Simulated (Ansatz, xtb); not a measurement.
**Relative energy of two isomers of C6H4S**

We compare X, `C#CC(=C)C=C=S`, a singlet, with Y, `C=CC#CC=C=S`, a singlet. Both are isolated molecules in the gas phase, relaxed with PBE0-D3(BJ)/def2-SVP; the shapes shown needn't be the lowest conformers.

X (Å):

```json
{"atom": "C", "x (Å)": "-1.9295", "y (Å)": "3.4500", "z (Å)": "1.3559"}
{"atom": "C", "x (Å)": "-2.1541", "y (Å)": "2.4743", "z (Å)": "0.6722"}
{"atom": "C", "x (Å)": "-2.3930", "y (Å)": "1.2971", "z (Å)": "-0.1099"}
{"atom": "C", "x (Å)": "-3.2095", "y (Å)": "1.3327", "z (Å)": "-1.1854"}
{"atom": "C", "x (Å)": "-1.7179", "y (Å)": "0.0660", "z (Å)": "0.3064"}
{"atom": "C", "x (Å)": "-0.9074", "y (Å)": "-0.0400", "z (Å)": "1.3463"}
{"atom": "S", "x (Å)": "0.0457", "y (Å)": "-0.1744", "z (Å)": "2.5653"}
{"atom": "H", "x (Å)": "-1.7369", "y (Å)": "4.3204", "z (Å)": "1.9555"}
{"atom": "H", "x (Å)": "-3.7040", "y (Å)": "2.2587", "z (Å)": "-1.4809"}
{"atom": "H", "x (Å)": "-3.3913", "y (Å)": "0.4355", "z (Å)": "-1.7812"}
{"atom": "H", "x (Å)": "-1.8911", "y (Å)": "-0.8419", "z (Å)": "-0.2824"}
```

Y (Å):

```xyz
11

C     1.6434   -1.4030   -2.4907
C     1.3317   -1.4558   -1.1850
C     0.0622   -1.1472   -0.6366
C    -1.0192   -0.8882   -0.1337
C    -2.2810   -0.5822    0.4187
C    -2.5554   -0.6435    1.7179
S    -2.8916   -0.7099    3.2304
H     2.6485   -1.6574   -2.8337
H     0.9074   -1.1070   -3.2423
H     2.1001   -1.7580   -0.4628
H    -3.1029   -0.2723   -0.2421
```

Quicker runs give these differences E(Y) − E(X): GFN2-xTB −0.086 eV; HF/STO-3G −0.177 eV (at GFN2-xTB geometries); r2SCAN-D4/def2-SVP −0.152 eV (at GFN2-xTB geometries).

Estimate E(Y) − E(X) at the level CCSD(T)/def2-SVP + ΔMP2/def2-TZVPP.

Too close to call at this level: CCSD(T)/def2-SVP + ΔMP2/def2-TZVPP gives E(Y) − E(X) = −0.009 eV.

How the difference moves with the method:

```csv
level,geometry,E(Y) − E(X) (eV),departure from the last row (eV),"job, with rough time for the two"
GFN2-xTB,GFN2-xTB,−0.086,−0.077,"optimisation, 0.17 s"
HF/STO-3G,GFN2-xTB,−0.177,−0.168,"single point, 0.48 s"
r2SCAN-D4/def2-SVP,GFN2-xTB,−0.152,−0.143,"single point, 5.2 s"
PBE0-D3(BJ)/def2-SVP,PBE0-D3(BJ)/def2-SVP,−0.143,−0.134,"optimisation, 45 s"
HF/def2-SVP,PBE0-D3(BJ)/def2-SVP,−0.118,−0.109,part of the CCSD(T) run
MP2/def2-SVP,PBE0-D3(BJ)/def2-SVP,−0.076,−0.068,part of the CCSD(T) run
CCSD(T)/def2-SVP,PBE0-D3(BJ)/def2-SVP,−0.062,−0.053,single point
CCSD(T)/def2-SVP + ΔMP2/def2-TZVPP,PBE0-D3(BJ)/def2-SVP,−0.009,,"single point, 74 s"
```

As drawn, both hold the same kinds of bond in the same numbers.

The largest departure from CCSD(T)/def2-SVP + ΔMP2/def2-TZVPP is that of HF/STO-3G, 0.168 eV. The last row adds to CCSD(T) the change of the MP2 difference between the two basis sets, here +0.053 eV.

With thermal terms from frequencies at re-optimised GFN2-xTB minima (ideal gas, soft modes damped towards free rotors, one conformer each, 298.15 K, 1 atm): the zero-point term adds +0.006 eV; ΔH is +0.006 and ΔG −0.019 eV.

The correlated steps freeze 11 core orbitals. Programs: Ansatz 0.2.0, xtb 6.7.1; the last row on 2 threads of Arm Neoverse V1 on a shared host.
